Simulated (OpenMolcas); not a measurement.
What dynamic correlation does to the levels of Ag3+

```yaml
Program: OpenMolcas 26.06
Basis: ANO-RCC-VQZP [8s7p5d3f2g1h]
Scalar_Hamiltonian: DKH2, point nucleus
Active_space: 8 electrons in 5 orbitals (4d)
State_averaging: 2S+1 = 3 even, 10 roots; 2S+1 = 1 even, 15 roots
Spin-orbit_coupling: RASSI with atomic mean-field integrals over the reference wave functions, term energies averaged over their components
```

Methods on the same reference wave functions:
A. CASSCF
B. SS-CASPT2, IPEA 0.25 Eh, imaginary shift 0.1 Eh (closed shells correlated: 4s 4p)

Energies in cm-1 above 4d8 3F4, the measured ground level; measured values from the list in Gamrath, thesis, University of Mons (2023).

| Level | A | B | Measured |
| --- | --- | --- | --- |
| 4d8 3F4 | 0.0 | 0.0 | 0.0 |
| 4d8 3F3 | 4029 | 4060 | 4172 |
| 4d8 3F2 | 6034 | 5630 | 5830 |
| 4d8 3P1 | 19732 | 16210 | 15900 |
| 4d8 3P0 | 20064 | 16440 | 16092 |
| 4d8 1G4 | 24202 | 20650 | 20570 |
| 4d8 1S0 | 56177 | 47700 | 47139 |

Deviations, from unrounded energies. A percentage is the sum of absolute deviations over the sum of measured energies, with the sign that they share, or ± where signs differ.

```csv
Against measurement,Levels,A,B
mean absolute deviation (cm-1),6,3500,270
fine structure of the ground term (%),2,±3.5,-3.1
other terms of the ground configuration (%),4,+20.5,+1.3
```

B lies closest to measurement on these levels. The largest miss of B in the table is 4d8 1S0, by +560 cm-1. The ranking rests on the paired levels alone, and a cruder setting can come out closer through cancelling errors.

From A to B the spin-free energies of the other terms of 4d8 shown, above 3F, scale by factors of 0.77 to 0.84, as is usual when dynamic correlation screens the repulsion within a d or f shell.

The lowest spin-free term lies below A's lowest term by 0.509 hartree in B.

Term energies are means over components that CASPT2 splits; among the terms shown or strongly mixed into the levels shown the widest spread is 650 cm-1 (4d8 1G, B). Without dynamic correlation excited terms often stand tens of per cent too high (terms of higher spin than the ground term too low), and those without a measured partner can miss by more than the paired ones (holds for A). Computed and measured levels are paired by configuration, term and J; levels that our copy of the source lacks, or whose pairing is in doubt (as where it misses far off the trend of its configuration), stay unpaired and out of the deviations. Only configurations of the active space appear. The table leaves out levels that lie high or whose names do not pair safely across all columns.
